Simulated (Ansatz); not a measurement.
This geometry of C2H9AlOSi (14 atoms, charge 0, multiplicity 1) is a first-order saddle point.

The calculation used RKS B3LYP-D4/STO-3G in Ansatz.

```xyz
14
Properties=species:S:1:pos:R:3
C -1.927 0.200 2.216
Al -0.070 0.382 1.795
O 0.369 0.456 0.192
Si 0.886 -0.637 -0.935
C 1.125 0.232 -2.582
H -2.564 0.131 1.325
H -2.296 1.048 2.810
H -2.119 -0.701 2.816
H 0.983 0.594 2.839
H 2.143 -1.255 -0.542
H -0.074 -1.716 -1.110
H 0.197 0.703 -2.927
H 1.891 1.015 -2.516
H 1.443 -0.480 -3.353
```

(1) Which two structures does it join? (They come from a converged band through this point; their orientation in space is the band's.)

(2) How far does it lie above each of them?

Results:

(1) No bond is made or broken. The dihedral C1–Al2–O3–Si4 goes from 2 to 179°.

Image 0:

```xyz
14
Properties=species:S:1:pos:R:3
C -1.606 0.304 1.289
Al 0.222 0.529 1.813
O 1.458 -0.099 0.866
Si 1.207 -0.902 -0.593
C 0.421 0.207 -1.894
H -1.935 1.102 0.607
H -2.286 0.333 2.150
H -1.789 -0.645 0.767
H 0.657 1.248 3.049
H 2.500 -1.341 -1.074
H 0.369 -2.078 -0.429
H -0.593 0.516 -1.609
H 1.013 1.116 -2.061
H 0.348 -0.319 -2.854
```

Image 8:

```xyz
14
Properties=species:S:1:pos:R:3
C -1.860 0.352 2.361
Al -0.368 0.379 1.170
O -0.213 -0.955 0.161
Si 1.021 -1.097 -0.980
C 1.040 0.334 -2.202
H -2.442 -0.575 2.288
H -2.553 1.182 2.165
H -1.547 0.454 3.410
H 0.631 1.496 1.105
H 2.327 -1.173 -0.348
H 0.805 -2.331 -1.706
H 0.083 0.427 -2.732
H 1.240 1.292 -1.704
H 1.822 0.185 -2.957
```

(2) 5.6 kcal/mol above the first and 4.7 kcal/mol above the second. This is the barrier of this one path; another mechanism may lie lower. Limits of this set-up: minimal basis.

The run took 120 s on 1 thread of AMD EPYC 9R45 96-Core Processor (Zen 5) (shared host), peak memory 0.14 GiB.
